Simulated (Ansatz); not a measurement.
`C=C(F)N[SiH3]` and `C=C(F)[NH][SnH3]` differ in one atom or group.

Ansatz, PBE0-D4/def2-TZVP geometries, multiplicity 1. Each molecule was computed in one conformer, which needn't be the lowest.

Elements past krypton have def2 core potentials.

```
                                          property  `C=C(F)N[SiH3]`
               HOMO energy (B3LYP/def2-TZVPP) / eV            -6.14
    size of the dipole moment (PBE/def2-TZVPP) / D             1.81
           HOMO–LUMO gap (ωB97M-V/def2-TZVPP) / eV            10.38
               LUMO energy (B3LYP/def2-TZVPP) / eV             0.01
  size of the dipole moment (B3LYP/def2-TZVPP) / D             1.88
size of the dipole moment (ωB97M-V/def2-TZVPP) / D             1.86
```

**Question.** Give the same properties after the change, and the shifts. (Estimate.)

**Answer.** The calculation gave: 
| property | `C=C(F)[NH][SnH3]` | shift |
| --- | --- | --- |
| HOMO energy (B3LYP/def2-TZVPP) / eV | -5.72 | 0.42 |
| size of the dipole moment (PBE/def2-TZVPP) / D | 2.37 | 0.56 |
| HOMO–LUMO gap (ωB97M-V/def2-TZVPP) / eV | 9.19 | -1.19 |
| LUMO energy (B3LYP/def2-TZVPP) / eV | -0.56 | -0.57 |
| size of the dipole moment (B3LYP/def2-TZVPP) / D | 2.41 | 0.53 |
| size of the dipole moment (ωB97M-V/def2-TZVPP) / D | 2.43 | 0.57 |

With PBE0 the HOMO rises by 0.43 eV and the LUMO falls by 0.57 eV, so the gap narrows by about 1.00 eV. PBE moves the HOMO by 0.42 eV and ωB97M-V by 0.44 eV. Dipoles are sizes alone; their direction can turn.

B3LYP here is the variant with VWN-RPA as its local correlation; programs differ in this.
